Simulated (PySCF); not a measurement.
C6H6F3NS2.
Structure used (PBE0-D3(BJ)/def2-SVP), in Å, numbered top down from 1:
```
atom  x, y, z in Å
C1     1.9273   -1.7248    0.2621
S2     0.5559   -1.1664    1.2895
C3    -0.0261    0.1961    0.2937
S4    -0.5825   -0.1432   -1.3817
C5    -2.1540   -0.9779   -1.0097
F6    -2.9270   -0.2555   -0.2032
F7    -2.7860   -1.1423   -2.1652
F8    -1.9970   -2.1673   -0.4480
C9    -0.6676    1.3261    1.0393
C10    0.7045    1.5295    0.4597
C11    0.9149    2.4158   -0.6532
N12    1.1177    3.1361   -1.5371
H13    2.3428   -2.6193    0.7456
H14    2.7118   -0.9576    0.1843
H15    1.5609   -1.9920   -0.7399
H16   -0.7408    1.2366    2.1258
H17   -1.5013    1.8301    0.5475
H18    1.5459    1.4882    1.1589
```

Jobs on this species (18 atoms, 108 electrons) with PySCF (density fitting). Hardware of each: one thread of an Arm Neoverse V2, shared host. The host was shared with other jobs, so the times are rough.

| level and settings | work | basis functions | SCF cycles | wall time |
| --- | --- | --- | --- | --- |
| PBE0/pcSseg-1, IEF-PCM acetone | shieldings, ring-centre shieldings, charges and field gradients | 248 | ? | ? |
| PBE0-D3(BJ)/def2-SVP, grid level 1 | geometry optimisation from a GFN2-xTB start | 206 | 58 | 3.3 min |
| PBE0/pcSseg-1, IEF-PCM dichloromethane | shieldings, ring-centre shieldings | 248 | 14 | 67 s |

Question: Fill in the missing figures.

Answer: 
- PBE0/pcSseg-1, IEF-PCM acetone; shieldings, ring-centre shieldings, charges and field gradients: 69 s, 14 SCF cycles

Question: What do all jobs in the table cost together?

Answer: About 5.6 min; the longest takes about 59 % of that, and about 3 times as long as the shortest.
